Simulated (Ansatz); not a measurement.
Species: ZnCl, charge 1, multiplicity 1. 
Coordinates optimised at B3LYP-D3(BJ)/def2-TZVP (Ansatz, a program for electronic structure):
SMILES: [Cl][Zn+]
```xyz
2

Zn     0.0000     0.0000    -0.7498
Cl     0.0000     0.0000     1.3232
```
Charge +1, spin multiplicity 1.

Total electronic energies in hartree. Correlated levels leave the core frozen unless marked. Spin-orbit coupling is left out. The frozen core is the preceding noble-gas configuration, with the filled d and f shells of earlier blocks. No relativistic terms. CBS(X,Y): correlation extrapolated as X^-3; Hartree-Fock from the larger set. The bracket is a focal-point correction in the basis named.

| level | program | energy (Eh) |
|---|---|---|
| HF/6-31G | Ansatz | -2236.68613 |
| HF/def2-SVP | Ansatz | -2236.64906 |
| RI-HF/def2-QZVPPD | Ansatz | -2237.10769 |
| revPBE/def2-TZVPD | Ansatz | -2239.10070 |
| r2SCAN-D3(BJ)/def2-TZVPD | Ansatz + dftd3 | -2239.25164 |
| wB97X/def2-TZVPD | Ansatz | -2239.33645 |
| PBE-QIDH/def2-TZVPD | Ansatz | -2238.54504 |
| RI-MP2/CBS(def2-TZVPP,def2-QZVPP)+[CCSD(T)-MP2]/def2-TZVPP | Ansatz | -2237.8391 |
| CCSD(T)/CBS(def2-TZVPPD,def2-QZVPPD) | Ansatz | -2237.8391 |

Totals of different functionals don't rank their quality; only differences between species are comparable.
